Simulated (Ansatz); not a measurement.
Mulliken charges of `O1[SiH2][SiH2][SiH2]1` from PBE/def2-TZVPP in Ansatz (PBE0-D4/def2-TZVP geometry).

| atom | x (Å) | y (Å) | z (Å) | charge (e) |
| --- | --- | --- | --- | --- |
| O1 | -0.206 | 1.496 | -0.087 | -0.366 |
| Si2 | -0.990 | 0.346 | -1.017 | 0.347 |
| Si3 | 0.202 | -1.365 | 0.079 | -0.005 |
| Si4 | 0.852 | 0.723 | 0.955 | 0.347 |
| H5 | -0.714 | 0.563 | -2.462 | -0.063 |
| H6 | -2.460 | 0.410 | -0.801 | -0.063 |
| H7 | 1.204 | -2.127 | -0.711 | -0.035 |
| H8 | -0.560 | -2.282 | 0.967 | -0.035 |
| H9 | 0.503 | 1.017 | 2.370 | -0.063 |
| H10 | 2.250 | 1.169 | 0.710 | -0.063 |

Q: By hand: the dipole of these point charges (1 e Å = 4.8032 D).

A: Σ q r = (0.030, -0.214, 0.013) e Å, of length 0.216 e Å = 1.04 D.

Q: How does the dipole of the full density compare? (Best estimate.)

A: The calculation gave: (0.028, -0.199, 0.012) e Å, 0.97 D; the point charges give 1.07 times that, at 0° from its direction.

Point charges leave out the atoms' own dipoles, such as those of lone pairs, and Mulliken's split depends on the basis, so the close match here is no proof of good charges.
